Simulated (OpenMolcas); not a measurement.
A calculation on I⁵⁺.

```
Program             : OpenMolcas 26.06
Method              : SS-CASPT2, IPEA 0.25 Eh, imaginary shift 0.1 Eh (closed shells correlated: 4d)
Basis               : ANO-RCC-VTZP [7s6p4d2f1g]
Scalar Hamiltonian  : DKH2, point nucleus
Active space        : 2 electrons in 8 orbitals (5s 5p 6s 6p)
State averaging     : 2S+1 = 3 even, 3 roots; 2S+1 = 1 even, 7 roots; 2S+1 = 3 odd, 3 roots; 2S+1 = 1 odd, 3 roots
Spin-orbit coupling : state interaction with AMFI integrals over the reference wave functions, term energies averaged over their components
```

Task: Which level of the active space comes out lowest?

Result: 5s2 1S0, with 100 % of that term; it is also the measured ground level.

Task: How high does 5s 5p 1P* 1 lie?

Result: 125880 cm-1 above the lowest level; measured 127424 cm-1 above the ground level, so the calculation is off by -1 %.

Task: How high does 5s 5p 3P* 2 lie?

Result: 99170 cm-1 above the lowest level; measured 99685 cm-1 above the ground level, so the calculation is off by -1 %.

Task: How high does 5s 5p 3P* 0 lie?

Result: 86170 cm-1 above the lowest level; measured 85666 cm-1 above the ground level, so the calculation is off by +1 %.

Task: The level at 210560 cm-1 has J = 2. What is it made of, and what is its g factor?

Result: 60 % 5p2 1D2, 40 % 5p2 3P; g = 1.202, against 1.000 from Landé's formula for the pure leading term.

Measured values: the list in Rauch et al., Astron. Astrophys. 606, A105 (2017).

CASPT2 does not keep the components of a term degenerate, so their means are used; among the terms shown or strongly mixed into the levels shown the widest spread is 180 cm-1 (5p2 1D). Over all roots computed the reference weight is 0.88 to 0.95; the roots of lowest weight are the least certain, and an intruder state may touch them. Active for correlation alone: 6p 6s; no level in the range computed is led by a configuration that fills them, so any true level of that kind is missing. The ¹D term of p² mixes with s d, which this space lacks. Measured partners are found by configuration, term and J. A level has none where our copy of the source lacks it or the pairing is in doubt (some pairs that miss far off the trend of their configuration count as doubtful), and it then counts in no deviation. Levels of configurations outside the active space are missing.

* marks odd parity.
